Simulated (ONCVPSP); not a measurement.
## Transferability test, ONCV potential for lutetium

lutetium, optimised norm-conserving Vanderbilt (ONCV), made with ONCVPSP 4.0.1 (PBE, scalar-relativistic). Core [Kr] 4d10, reference 4f14 5s2 5p6 5d1 6s2. Waves: 5s+6s: rc 2.05 bohr, ncon 3, nbas 6, qcut 6.4 1/bohr, 2 projectors; 5p: rc 1.85 bohr, ncon 4, nbas 8, qcut 6.5 1/bohr, 2 projectors, debl 3 Ha; 5d: rc 3.45 bohr, ncon 4, nbas 8, qcut 3.7 1/bohr, 3 projectors, debl 1.3 Ha; 4f: rc 0.95 bohr, ncon 4, nbas 9, qcut 20.9 1/bohr, 2 projectors, debl 1.2 Ha. Local part: polynomial inside 0.65 bohr (lpopt 5, dvloc0 6 Ha). Core correction: Teter function, fcfact 5.5, rcfact 1.6.

Energies are relative to the spin-unpolarised reference configuration 4f14 5s2 5p6 5d1 6s2; without spin polarisation the order of configurations can differ from experiment. Not all tests gave a result: 1 of 4 tests not solved or not reliable.

```json
{"valence configuration": "4f14 5s2 5p6 5d1 6s1", "charge": "+1", "ΔE all-electron (eV)": "7.366", "error AE − PS (meV)": "-2.6"}
{"valence configuration": "4f14 5s2 5p6 5d1 6s0", "charge": "+2", "ΔE all-electron (eV)": "20.645", "error AE − PS (meV)": "-22"}
{"valence configuration": "4f14 5s2 5p6 5d2 6s0", "charge": "+1", "ΔE all-electron (eV)": "9.893", "error AE − PS (meV)": "+35"}
```

Levels in the configuration 4f14 5s2 5p6 5d2 6s0:

```tsv
level	all-electron (eV)	pseudo (eV)
4f	-14.579	-14.903
5s	-65.961	-66.193
5p	-36.687	-36.829
5d	-6.807	-6.876
```

Note: ghosts flagged at negative energy: s at -503.2 eV, p at -104.1 eV; GHOST(+) flagged for d at 15.7 eV. A true bound ghost makes a file unfit for plane-wave use.
